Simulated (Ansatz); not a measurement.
Consider the redistribution: `CO[SiH](N)O[SiH3]` + `C[Se]CO` → `CO[SiH](O)O[SiH3]` + `C[Se]CN`.

Gas-phase electronic energies from Ansatz, PBE0-D4/def2-TZVP geometries. CCSD(T)/CBS adds triple-zeta CCSD(T) − MP2 to the extrapolated MP2 energy (def2 sets, frozen cores). DFT in def2-TZVPP. B3LYP here is the variant with VWN-RPA as its local correlation; programs differ in this. For Se outer-core shells are correlated without core-valence functions, which leaves a few kJ/mol of doubt a bond. Scalar relativity is left out up to krypton. Each species was taken in one conformer, which may not be the lowest.

| level | ΔE (kJ/mol) |
| --- | --- |
| B3LYP-D4 | -57.9 |
| ωB97X-V | -56.0 |
| PBE0 | -57.5 |
| B3LYP | -59.3 |
| HF/def2-TZVPP | -63.2 |
| CCSD/def2-TZVPP | -60.6 |
| SCS-MP2/def2-QZVPP | -62.1 |
| MP2/CBS(def2) | -62.5 |

Question: What does CCSD(T)/CBS give? (Best estimate.)

Answer: Computed: -60.0 kJ/mol. The listed levels differ from it by 2.1, 4.0, 2.5, 0.7, -3.2, -0.6, -2.1, -2.5 kJ/mol.

Largest T1 diagnostic among the species: 0.011.
